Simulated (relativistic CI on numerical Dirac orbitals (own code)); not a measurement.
# What each ingredient does to the levels of Co VI

Base calculation: Dirac-Coulomb-Breit CI, orbitals from a KLI potential per configuration, model QED, valence Slater integrals scaled by 0.85, P86 correlation energy added to each configuration.

Configuration list (outside the closed core [Ne]): 3s2 3p6 3d4, 3s2 3p6 3d3 4s, 3s2 3p5 3d5, 3s2 3p6 3d3 4p, 3s2 3p6 3d3 4d, 3s 3p6 3d5, 3s2 3p6 3d3 5s, 3s2 3p6 3d3 4f, 3s2 3p6 3d3 5p, 3s2 3p6 3d3 5d, 3s2 3p6 3d3 5f, 3s2 3p6 3d3 5g, 3s2 3p6 3d2 4s 4p, 3s2 3p6 3d2 4s2, 3s2 3p6 3d 4s2 4p, 3s2 3p6 3d 4s2 4d, 3s2 3p6 3d 4s2 5s, 3s2 3p6 3d2 4p2, 3s2 3p6 3d 4s 4p2, 3s2 3p6 3d 4p3, 3s2 3p6 3d 4p2 4d, 3s2 3p6 3d 4p2 5s. Double excitations out of closed p, d and f shells are left out; levels of such configurations are missing from the list, as are those of other unlisted configurations, and high levels can miss mixing partners.

Variants: (1) self-excluded LDA correlation estimate; (2) Slater integrals left unscaled; (3) non-relativistic limit; (4) only the first 3 configurations. Shifts of the energy above 3s2 3p6 3d4 5D_0, in cm⁻¹, for the lowest level and the first level of each name with at least 55 % of one term (blank where a level changes its place among those of its configuration and J or its character, or is not in the variant):

```
           Level     Base  Δ(1)     Δ(2)     Δ(3)    Δ(4)  Measured
3s2 3p6 3d4 5D_0      0.0   0.0      0.0      0.0     0.0       0.0
3s2 3p6 3d4 5D_1    196.4   0.0     -3.5   -196.4    +1.7     204.0
3s2 3p6 3d4 5D_2    568.1   0.0     -6.6   -568.1    +5.2     589.0
3s2 3p6 3d4 5D_3   1085.9   0.0     -5.5  -1085.9   +10.3    1124.7
3s2 3p6 3d4 5D_4   1721.2  +0.1     +2.4  -1721.2   +16.5    1781.6
3s2 3p6 3d4 3H_4  26256.0  -0.2  +4647.5   -302.3  -638.2   28376.6
3s2 3p6 3d4 3H_5  26655.9  -0.2  +4635.5   -702.2  -650.1   28805.9
3s2 3p6 3d4 3P_0  26830.3  -0.9  +4815.9  +1183.3  +234.8   27166.2
3s2 3p6 3d4 3H_6  27059.9  -0.2  +4635.3  -1106.2  -666.7   29233.8
3s2 3p6 3d4 3P_1  28074.2  -0.8  +4803.2    -60.6  +210.8   28461.5
3s2 3p6 3d4 3F_2  29410.7  -1.2  +4925.8           +278.6   30554.9
3s2 3p6 3d4 3F_3  29431.1  -1.2  +4952.7   -681.7  +294.9   30634.6
3s2 3p6 3d4 3F_4  29588.7  -1.2  +4947.8   -839.2  +300.3   30816.7
3s2 3p6 3d4 3P_2  30053.3  -0.8  +4822.1           +223.0   30506.1
```

At this charge configurations can still be misplaced by up to about 7 % of their energy. 63 of the 63 excited levels that our extract of the measured tables holds in this range could be paired (the sources list more); they are missed by 3037 cm⁻¹ on average and 5912 at most, and levels without a partner can miss by more.

Measured levels: Sugar and Corliss, J. Phys. Chem. Ref. Data 10, 1097 (1981).

Ionisation energy from the two ground configurations alone: base 102.727 eV; self-excluded LDA correlation estimate 103.276 eV; Slater integrals left unscaled 102.986 eV. The NIST ASD value (semi-empirical) is 102 eV.
